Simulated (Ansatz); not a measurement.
Ansatz results at the PBE0-D4/def2-TZVP geometry: LUMO energy (PBE/def2-TZVPP) -0.32 eV; HOMO–LUMO gap (B3LYP/def2-TZVPP) 7.97 eV; HOMO energy (PBE/def2-TZVPP) -6.40 eV.

Each molecule was computed in one conformer, which needn't be the lowest.

**Question.** Which molecule gave them?
A. `NC[CH2][GeH3]`
B. `NC(O)O[SiH3]`
C. `CN[SiH](O)O`
D. `OC(O)N[SiH3]`

**Answer.** B. The others give `NC[CH2][GeH3]`: -0.01, 7.19, -5.45; `OC(O)N[SiH3]`: -0.39, 7.56, -6.18; `CN[SiH](O)O`: 0.01, 7.29, -5.60.

B3LYP here is the variant with VWN-RPA as its local correlation; programs differ in this.
